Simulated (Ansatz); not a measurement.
C4H8ClNOZr, SMILES `C#[C][Zr]([OH])([Cl])[N](C)C` at its PBE0-D4/def2-TZVP geometry, where that method's forces vanish. Charge 0, multiplicity 1. Zr takes the def2 core potential.

```xyz
16

C    -0.5505   -0.5678    3.4850
C    -0.7856   -0.5207    2.2928
Zr   -1.2765   -0.4096    0.1482
O    -1.6195   -2.1449   -0.5609
Cl   -3.0165    1.1749   -0.1920
N     0.3957    0.2595   -0.7065
C     1.2989   -0.3078   -1.6730
C     0.7607    1.5899   -0.2704
H    -0.3455   -0.6092    4.5313
H    -2.0629   -2.9481   -0.8211
H     0.9697   -1.3077   -1.9607
H     2.3155   -0.3871   -1.2653
H     1.3522    0.3100   -2.5797
H     0.7732    2.3000   -1.1072
H     0.0443    1.9732    0.4688
H     1.7468    1.5954    0.2107
```

What forces (eV/Å) does ωB97M-V/def2-TZVPP give on these atoms in Ansatz 0.2.0? (An estimate is asked.)

Ansatz gave: 
```
C1  -0.048  0.010 -0.247
C2   0.085 -0.031  0.507
Zr3  0.109  0.037 -0.118
O4  -0.039 -0.079 -0.028
Cl5 -0.091  0.072 -0.015
N6  -0.297 -0.179  0.091
C7   0.259 -0.101 -0.238
C8   0.125  0.300  0.078
H9  -0.015  0.005 -0.086
H10  0.022  0.020  0.004
H11  0.025  0.071  0.018
H12 -0.084  0.005 -0.036
H13 -0.004 -0.053  0.075
H14 -0.001 -0.057  0.068
H15  0.034 -0.022 -0.037
H16 -0.080  0.003 -0.038
```
